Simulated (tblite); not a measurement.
C5H14SeSi.
Numbering: `[CH3:1][Se:2][Si@@H:3]([CH3:4])[CH:5]([CH3:6])[CH3:7]` (hydrogens: H8, H9, H10 on C1; H11 on Si3; H12, H13, H14 on C4; H15 on C5; H16, H17, H18 on C6; H19, H20, H21 on C7)

Computed with GFN2-xTB (tblite), gas phase: L-BFGS steps from a force-field or distance-geometry start until the largest atomic force falls under 0.01 eV/Å.

Step 52: E = -619.3544 eV
```
atom  x, y, z in Å  |  force x, y, z in eV/Å
C1      3.4148   -0.3909   -0.6269   -0.043  -0.003  -0.049
Se2     1.7524   -0.2418   -1.6517    0.038  -0.007   0.029
Si3     0.3083   -0.6131    0.1002    0.044   0.001   0.034
C4      0.7427    0.5865    1.5159   -0.005  -0.029  -0.041
C5     -1.4644   -0.3339   -0.5544    0.046  -0.036   0.035
C6     -2.4764   -0.5698    0.5593    0.004   0.017  -0.006
C7     -1.6203    1.0593   -1.1551   -0.004  -0.012   0.008
H8      3.3907   -1.2978   -0.0305   -0.015  -0.008  -0.013
H9      4.2249   -0.4373   -1.3470    0.043  -0.003  -0.002
H10     3.5318    0.4832    0.0071   -0.013  -0.004  -0.015
H11     0.5023   -2.0087    0.5370   -0.002   0.027  -0.001
H12     0.1705    0.3731    2.4136    0.014   0.027  -0.029
H13     1.7974    0.5160    1.7675   -0.043   0.018   0.035
H14     0.5404    1.6112    1.2115    0.024  -0.009   0.071
H15    -1.6472   -1.0689   -1.3447   -0.044   0.033  -0.020
H16    -2.4080   -1.5894    0.9303    0.006   0.013   0.027
H17    -3.4914   -0.4042    0.2039   -0.025  -0.009  -0.046
H18    -2.2983    0.1124    1.3869   -0.004  -0.004   0.020
H19    -0.8974    1.2031   -1.9567   -0.002   0.034  -0.024
H20    -2.6187    1.1988   -1.5636   -0.041  -0.041  -0.046
H21    -1.4631    1.8292   -0.4032    0.022  -0.002   0.034
```

Step 53: E = -619.3555 eV
```
atom  x, y, z in Å  |  force x, y, z in eV/Å
C1      3.4209   -0.3933   -0.6276   -0.066  -0.003  -0.058
Se2     1.7565   -0.2452   -1.6523    0.046  -0.006   0.032
Si3     0.3117   -0.6118    0.0998   -0.002  -0.020   0.008
C4      0.7427    0.5841    1.5163    0.001  -0.008  -0.016
C5     -1.4633   -0.3324   -0.5531    0.036  -0.025   0.011
C6     -2.4772   -0.5682    0.5593    0.017   0.012  -0.018
C7     -1.6243    1.0601   -1.1550   -0.006  -0.001   0.013
H8      3.3970   -1.3013   -0.0323   -0.011   0.011  -0.015
H9      4.2299   -0.4391   -1.3495    0.036   0.003   0.013
H10     3.5343    0.4824    0.0056   -0.001  -0.026  -0.020
H11     0.5051   -2.0069    0.5374   -0.003   0.020  -0.002
H12     0.1686    0.3731    2.4120   -0.016   0.006  -0.004
H13     1.7948    0.5138    1.7741   -0.002   0.012   0.029
H14     0.5421    1.6085    1.2139    0.020   0.031   0.050
H15    -1.6469   -1.0661   -1.3445   -0.034   0.020  -0.012
H16    -2.4042   -1.5852    0.9355    0.008   0.003   0.035
H17    -3.4920   -0.4105    0.2001   -0.028  -0.006  -0.050
H18    -2.3058    0.1198    1.3831    0.002   0.000   0.032
H19    -0.9024    1.2076   -1.9569    0.000   0.031  -0.014
H20    -2.6235    1.1969   -1.5636   -0.034  -0.056  -0.046
H21    -1.4728    1.8306   -0.4029    0.038   0.003   0.035
```

Step 54: E = -619.3565 eV
```
atom  x, y, z in Å  |  force x, y, z in eV/Å
C1      3.4241   -0.3955   -0.6288   -0.052  -0.004  -0.048
Se2     1.7606   -0.2482   -1.6532    0.029  -0.003   0.018
Si3     0.3150   -0.6107    0.0989   -0.035  -0.025  -0.018
C4      0.7430    0.5823    1.5159    0.007   0.017   0.014
C5     -1.4617   -0.3314   -0.5517    0.011  -0.004  -0.015
C6     -2.4775   -0.5667    0.5591    0.012   0.006  -0.013
C7     -1.6279    1.0609   -1.1545   -0.004   0.007   0.009
H8      3.4007   -1.3040   -0.0335   -0.009   0.023  -0.019
H9      4.2342   -0.4406   -1.3503    0.024   0.005   0.024
H10     3.5352    0.4808    0.0045    0.005  -0.038  -0.023
H11     0.5090   -2.0045    0.5376   -0.004   0.004   0.000
H12     0.1664    0.3724    2.4096   -0.036  -0.010   0.013
H13     1.7929    0.5119    1.7797    0.026   0.005   0.024
H14     0.5443    1.6071    1.2165    0.016   0.055   0.031
H15    -1.6469   -1.0634   -1.3443   -0.023   0.008  -0.005
H16    -2.4004   -1.5816    0.9408    0.006   0.007   0.033
H17    -3.4927   -0.4164    0.1956   -0.002  -0.008  -0.040
H18    -2.3123    0.1264    1.3802    0.002  -0.007   0.023
H19    -0.9069    1.2120   -1.9572   -0.005   0.026   0.001
H20    -2.6283    1.1942   -1.5635   -0.007  -0.064  -0.031
H21    -1.4796    1.8320   -0.4017    0.039  -0.002   0.025
```

Step 55: E = -619.3573 eV
```
atom  x, y, z in Å  |  force x, y, z in eV/Å
C1      3.4254   -0.3971   -0.6319   -0.016  -0.005  -0.025
Se2     1.7639   -0.2516   -1.6542   -0.006   0.002  -0.007
Si3     0.3179   -0.6102    0.0985   -0.048  -0.012  -0.027
C4      0.7431    0.5812    1.5167    0.007   0.036   0.036
C5     -1.4596   -0.3308   -0.5502   -0.017   0.018  -0.034
C6     -2.4780   -0.5650    0.5586    0.011  -0.003  -0.008
C7     -1.6301    1.0611   -1.1542    0.002   0.012   0.004
H8      3.4032   -1.3052   -0.0355   -0.007   0.024  -0.020
H9      4.2375   -0.4416   -1.3518    0.011   0.006   0.027
H10     3.5349    0.4795    0.0015    0.010  -0.038  -0.022
H11     0.5139   -2.0019    0.5396   -0.006  -0.014   0.002
H12     0.1634    0.3707    2.4080   -0.042  -0.018   0.019
H13     1.7915    0.5114    1.7860    0.036  -0.002   0.017
H14     0.5455    1.6071    1.2208    0.014   0.059   0.017
H15    -1.6464   -1.0615   -1.3436   -0.012  -0.005  -0.003
H16    -2.4005   -1.5786    0.9434    0.005  -0.001   0.031
H17    -3.4926   -0.4174    0.1909    0.011  -0.009  -0.032
H18    -2.3170    0.1293    1.3796    0.005   0.000   0.016
H19    -0.9095    1.2153   -1.9572   -0.010   0.020   0.013
H20    -2.6316    1.1895   -1.5648    0.023  -0.059  -0.010
H21    -1.4840    1.8328   -0.4007    0.027  -0.011   0.007
```

Task: Estimate the geometry and energy of step 56. (The exact step hangs on the optimiser's Hessian estimate; all steps are aligned on step 55, rigid shifts and turns removed.)

Result: E = -619.3580 eV, largest force 0.060 eV/Å
```
atom  x, y, z in Å  |  force x, y, z in eV/Å
C1      3.4262   -0.3987   -0.6345    0.019  -0.006  -0.004
Se2     1.7669   -0.2539   -1.6550   -0.041   0.005  -0.031
Si3     0.3195   -0.6099    0.0976   -0.040   0.011  -0.014
C4      0.7434    0.5811    1.5175    0.005   0.041   0.043
C5     -1.4582   -0.3300   -0.5497   -0.033   0.024  -0.036
C6     -2.4781   -0.5638    0.5582   -0.001  -0.006   0.005
C7     -1.6320    1.0618   -1.1537    0.007   0.009  -0.004
H8      3.4052   -1.3060   -0.0373   -0.009   0.013  -0.017
H9      4.2405   -0.4423   -1.3521    0.003   0.005   0.021
H10     3.5351    0.4775   -0.0008    0.011  -0.027  -0.013
H11     0.5170   -2.0003    0.5407   -0.008  -0.022   0.002
H12     0.1602    0.3692    2.4067   -0.035  -0.017   0.013
H13     1.7911    0.5106    1.7910    0.025  -0.005   0.010
H14     0.5472    1.6084    1.2246    0.016   0.046   0.011
H15    -1.6469   -1.0597   -1.3434   -0.004  -0.014  -0.003
H16    -2.3992   -1.5762    0.9469    0.003   0.006   0.019
H17    -3.4924   -0.4196    0.1862    0.035  -0.011  -0.014
H18    -2.3212    0.1325    1.3792    0.004  -0.007  -0.008
H19    -0.9121    1.2187   -1.9572   -0.011   0.015   0.021
H20    -2.6342    1.1843   -1.5658    0.040  -0.043   0.007
H21    -1.4870    1.8333   -0.3994    0.012  -0.015  -0.008
```

The energy changes by -0.0007 eV. The first-order estimate −F·Δx gives -0.0010 eV and the mean of the old and new forces, exact on a quadratic surface, -0.0007 eV. The step makes an angle of 69° with the force vector and moves no atom by more than 0.006 Å.

What follows is the cost of the whole relaxation. On Arm Neoverse V1, one thread, shared host with 32 logical CPUs at a one-minute load of 14, this took 1.4 s wall.
